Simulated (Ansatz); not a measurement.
Ansatz (a quantum-chemistry and plane-wave program) input:

Ansatz 0.2 input:
```yaml
crystal:
  periodic: [false, false, false]
  atoms:
    - {symbol: C, position_ang: [1.58735532, 1.00250970, 0.74862223]}
    - {symbol: C, position_ang: [0.60003846, 0.34711470, 0.36065882]}
    - {symbol: C, position_ang: [-0.51716083, -0.45249610, 0.06311566]}
    - {symbol: O, position_ang: [-1.14520493, -0.53716195, -0.99400345]}
    - {symbol: H, position_ang: [-0.85975827, -1.08547426, 0.91764740]}
basis:
  gaussian:
    orbitals: def2-TZVPD
hamiltonian:
  xc: {name: revPBE}
total_charge: -1
output: {forces: true}
```

**Question.** Which total energy does the run end on?

**Answer.** -190.09967 Eh (revPBE/def2-TZVPD). The basis has 160 functions.

It need not be the lowest isomer of its formula. Whether it binds its extra electron was not tested at this geometry.
